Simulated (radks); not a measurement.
The gallium ion Ga4+, configuration [Ne] 3s2 3p5.75 3d9 4s0.25 (fractional occupations, a model configuration). All-electron calculation, Dirac Kohn-Sham, BLYP, spin-unpolarised, spherical densities, finite nucleus; open shells fill j = l - 1/2 first; Fermi nuclear charge, rms radius 3.9973 fm. Program: a radial shooting solver on a logarithmic mesh with Libxc functionals.

X-ray form factor f0, the Fourier transform of the density (f0(0) = 27):

sin(theta)/lambda (1/angstrom),f0 (electrons)
0.05,26.792
0.1,26.187
0.15,25.244
0.2,24.038
0.25,22.655
0.3,21.173
0.4,18.164
0.5,15.386
0.6,13.023
0.8,9.665
1,7.749
1.25,6.451
1.5,5.623
2,4.250
